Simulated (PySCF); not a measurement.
**¹⁵N chemical shifts**

Computed data (PySCF): GFN2-xTB geometry, GIAO PBE0/pcSseg-1 shieldings. Averaged over atoms made equivalent by symmetry, fast rotation or ring inversion, no solvent, one computed conformer, non-relativistic Hamiltonian.

Shieldings were converted by a linear fit to measured shifts: ¹⁵N (scatter 6.3 ppm rms vs CH3NO2, solution or neat liquid). Occasional misses reach two or three times the rms, and more in compound classes unlike the fitted ones.

Problem. Give the ¹⁵N shifts of `C=C(C)[SiH2]N([SiH3])[SiH](N)N`.

Solution. 
```
                                                            compound                            environment  δ (ppm)
[CH2:1]=[C:2]([CH3:3])[SiH2:4][N:5]([SiH3:6])[SiH:7]([NH2:8])[NH2:9]  N8/9: nitrogen bonded to Si, 2 H (×2)   -371.1
[CH2:1]=[C:2]([CH3:3])[SiH2:4][N:5]([SiH3:6])[SiH:7]([NH2:8])[NH2:9]            N5: nitrogen bonded to 3 Si   -372.6
```

Problem. Order these by ¹⁵N shift, lowest first.
A. N#CC[C@H]([SiH3])C[SiH3]
B. N[SiH2][Si@@H]([SiH3])[SiH2][SiH3]
C. CN[C@H]1C=C[SiH2][SiH2]1

Solution. B (-392.0 ppm, nitrogen bonded to Si, 2 H), C (-340.2 ppm, amine nitrogen), A (-112.8 ppm, nitrile nitrogen).
